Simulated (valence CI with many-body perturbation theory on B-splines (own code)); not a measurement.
## Pb43+: input, log and results

Computed by relativistic CI+MBPT: three valence electrons over a frozen Dirac-Fock core [Kr], radial functions for each j: 6 s, 6 p, 5 d, 5 f, 1 g, with the one-electron correlation potential Σ1 (screened to all orders), the two-electron term Σ2, the three-electron term Σ3, Breit, model QED; selected single and double excitations, second order for the rest, scaled by the run's own slope (own B-spline code, finite nucleus).

Command, and the settings that its task file holds:

```sh
python run_cv.py task.json out
```

```
atom Pb  Z=82  mass_number=208  rms_radius_fm=5.5012
core [Kr]
valence 4d3
avg = 1
basis = S
breit = 1
cap = 10000
capref = 1200
cscale = 1
de = 0.0
dress = 0
eps = 2e-08
extrap = 1
h = 0.27
hh = 1
l2 = 3
lcore = 6
maxit = 60
n2 = 5
natural = 1
nlev = 21
nno = [3, 3, 3, 3, 1]
nroot = 26
nsp = [3, 3, 2, 2, 0]
pt2 = 1
qed = 1
rpa = 1
s1 = 1
s2 = 1
s3 = 1
screen = 1
tol = 0.0003
whole = 1
```

It took 76 s on 1 thread of Intel(R) Xeon(R) Platinum 8175M CPU @ 2.50GHz (Skylake/Cascade Lake), with other jobs on the host.

Log. The first blocks belong to the next ion, which gives the ionisation energy. Fields: 2J, parity (1 odd), roots, reference size, generating configurations, candidates as configurations/state functions, variational space P, stored matrix elements, Davidson steps; e2 is the range of second-order energies in hartree. The first line gives the box (bohr), its intervals, the orbitals and the steps of their self-consistent field. Window is the range of levels sought, series limit the energy at which the first omitted orbital would enter, core excitation an estimate of the first excitation out of the core, left out the lowest levels not solved, and shifts from estimates the range by which levels moved from their first estimate, all in cm⁻¹.

```
rmax 3.4 intervals 57 orbitals 40 references ['4d3', '4d2 4f', '4d 4f2', '4d2 5s', '4d2 5p'] scf 3 t 2.7
2J=4 par=0 roots 2 ref 42 generators 2 cand 293/293 P 293/293 nnz 0 it 0
2J=4 par=0 roots 2 ref 42 generators 5 cand 42/42 P 320/320 nnz 0 it 0
   second order: generators 8 cand 15/15 e2 -0.00000 -0.00000
2J=0 par=0 roots 2 ref 17 generators 4 cand 108/108 P 123/123 nnz 0 it 0
2J=0 par=0 roots 2 ref 17 generators 4 cand 2/2 P 125/125 nnz 0 it 0
   second order: generators 6 cand 0/0 e2 -0.00000 -0.00000
2J=6 par=0 roots 2 ref 32 generators 2 cand 250/250 P 170/170 nnz 0 it 0
2J=6 par=0 roots 2 ref 32 generators 2 cand 112/112 P 197/197 nnz 0 it 0
   second order: generators 6 cand 85/85 e2 -0.00000 -0.00000
reference levels 528, estimated 19, window 849231 1/cm; series limit 8715158, core excitation 1514641
2J=3 par=0 roots 5 ref 57 generators 7 cand 915/2154 P 666/1693 nnz 0 it 3
2J=3 par=0 roots 5 ref 57 generators 10 cand 797/1865 P 795/2051 nnz 0 it 3
   second order: generators 11 cand 902/1983 e2 -0.00000 -0.00000
2J=5 par=0 roots 5 ref 67 generators 5 cand 968/2698 P 683/1993 nnz 0 it 3
2J=5 par=0 roots 5 ref 67 generators 8 cand 822/2309 P 802/2399 nnz 0 it 3
   second order: generators 9 cand 703/1903 e2 -0.00000 -0.00000
2J=7 par=0 roots 3 ref 61 generators 2 cand 289/709 P 613/1720 nnz 0 it 2
2J=7 par=0 roots 3 ref 61 generators 6 cand 843/2449 P 723/2064 nnz 0 it 4
   second order: generators 8 cand 1067/3040 e2 -0.00001 -0.00000
2J=9 par=0 roots 3 ref 50 generators 3 cand 221/438 P 517/1360 nnz 0 it 2
2J=9 par=0 roots 3 ref 50 generators 8 cand 800/2067 P 596/1573 nnz 0 it 3
   second order: generators 9 cand 721/1854 e2 -0.00000 -0.00000
2J=1 par=0 roots 2 ref 32 generators 2 cand 265/407 P 573/916 nnz 0 it 0
2J=1 par=0 roots 2 ref 32 generators 6 cand 697/1099 P 697/1129 nnz 0 it 0
   second order: generators 7 cand 573/886 e2 -0.00000 -0.00000
2J=11 par=0 roots 1 ref 31 generators 1 cand 219/400 P 355/792 nnz 0 it 0
2J=11 par=0 roots 1 ref 31 generators 3 cand 697/1596 P 420/948 nnz 0 it 0
   second order: generators 5 cand 966/2375 e2 -0.00000 -0.00000
left out: unestimated 2027389, estimated none, shifts from estimates -16 to 3
operators 7.7
```

The Davidson iterations converged.

No measured spectrum was set against this ion. As an estimate, large intervals hold to a few tenths of a per cent, small ones and those within an open d or f shell to about a per cent. Only levels of the ground parity were solved; by the run's estimate the other parity begins above the list, which can be wrong where configurations are misplaced.

```yaml
Valence_energy: -245.9061 hartree
Ionisation_energy: "2164.5 eV (NIST: 2163 ± 4 eV (theoretical))"
Reference_configurations_for_the_orbitals: 4d3, 4d2 4f, 4d 4f2, 4d2 5s, 4d2 5p
Radial_orbitals: 40
Box_radius: 3.394 bohr
Largest_variational_space: 2399
Lowest_levels: (4d3/2^3) J=3/2 0, (4d3/2^2 4d5/2) J=5/2 [a] 227110, (4d3/2^2 4d5/2) J=3/2 248230, (4d3/2^2 4d5/2) J=7/2 265290, (4d3/2^2 4d5/2) J=9/2 266410, (4d3/2^2 4d5/2) J=1/2 267950, (4d3/2^2 4d5/2) J=5/2 [b] 349570, (4d3/2 4d5/2^2) J=7/2 [a] 487360, (4d3/2 4d5/2^2) J=9/2 505500, (4d3/2 4d5/2^2) J=3/2 [a] 520790, (4d3/2 4d5/2^2) J=1/2 531730, (4d3/2 4d5/2^2) J=5/2 [a] 535560, (4d3/2 4d5/2^2) J=11/2 540700, (4d3/2 4d5/2^2) J=5/2 [b] 568070 cm⁻¹
```

Levels are named by their leading jj configuration (3d3/2^4 stands for four electrons in 3d with j = 3/2), which in mixed levels can hold well under half, so a name can repeat and another be missing. Letters in brackets count levels of one name in rising energy.
